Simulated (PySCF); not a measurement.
**Radial density of Ga²⁺ (gallium, charge +2)**

BP86, [Ar] 3d9 4s1 5s1, high-spin 4D determinant (an excited configuration). Calculation: PySCF 2.14, in aug-cc-pVTZ-PP with ECP10MDF; scalar relativity through the core potential. This is the valence pseudo-density: the core potential removes the inner electrons and smooths the orbitals near the nucleus.

```tsv
r (bohr)	4πr²ρ (e/bohr)	4πr²(ρα − ρβ)
0.00147	1.005e-05	0.0000
0.00247	2.800e-05	0.0000
0.00415	7.606e-05	0.0000
0.00698	0.0001949	0.0000
0.0117	0.0004565	0.0000
0.0197	0.001012	0.0001
0.0332	0.002564	0.0002
0.0558	0.01556	0.0015
0.0939	0.1617	0.0166
0.158	1.338	0.1331
0.266	7.408	0.6095
0.447	23.15	1.3865
0.752	19.81	1.0352
1.26	4.482	0.8338
2.13	0.7199	0.5771
3.58	0.3253	0.3239
6.02	0.1241	0.1241
10.1	0.0006805	0.0007
```

Energies and moments cover only the electrons outside the core potential. The outer electron is Rydberg-like, and this basis confines it to a smaller radius and binds it less than a complete one would.
